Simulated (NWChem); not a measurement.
Species: CHO2, doublet; SMILES [O]C=O

Computed with NWChem. Pople sets run with spherical d functions. Spin-unrestricted. The geometry was optimised at PBE0/def2-SVP, spin-unrestricted. No stability test was run on the SCF state. Level: M05-2X/6-31G* with SMD (1 M gas to 1 M solution), gas-phase geometry. Reactions with the solvent are ignored.

```csv
solvent,dielectric constant,solvation free energy (kcal/mol),cavity-dispersion-structure term (kcal/mol),dipole in solution (D)
water,78.4,-2.5,4.4,2.43
cyclohexane,2.02,-2.2,-0.3,1.98
acetone,20.5,-4.9,-0.6,2.22
dimethyl sulfoxide,46.8,-5.2,-1.1,2.21
ethylene glycol,40.2,0.7,7.5,2.42
```
